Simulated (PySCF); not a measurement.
## LDA on In⁺ (indium, charge +1)

Configuration: [Kr] 4d10 5s2, closed-shell 1S. Computed with PySCF 2.14 in def2-SVP with the def2 core potential (28 electrons) (4s4p2d, 26 functions), with a scalar-relativistic core potential.

```
Total energy                : -189.5803 hartree
One-electron energy         : -328.8822 hartree
Hartree (Coulomb) energy    : 155.4316 hartree
Exchange-correlation energy : -16.1298 hartree
⟨S²⟩                        : 0.0000
⟨L²⟩                        : 0.000
Sum of ⟨r⟩                  : 24.25 bohr
Sum of ⟨r²⟩                 : 38.19 bohr²
Time after the integrals    : 0.11 s of wall time on 1 thread of Neoverse-V1 (shared host)
```

```
shell  electrons  mean orbital energy (eV)  rms radius, mean of both spins (bohr)
   4s          2                   -128.92                                  0.910
   4p          6                   -86.559                                  0.994
   4d         10                   -25.950                                   1.30
   5s          2                   -15.380                                   2.62
```

Energies and moments cover only the electrons outside the core potential.
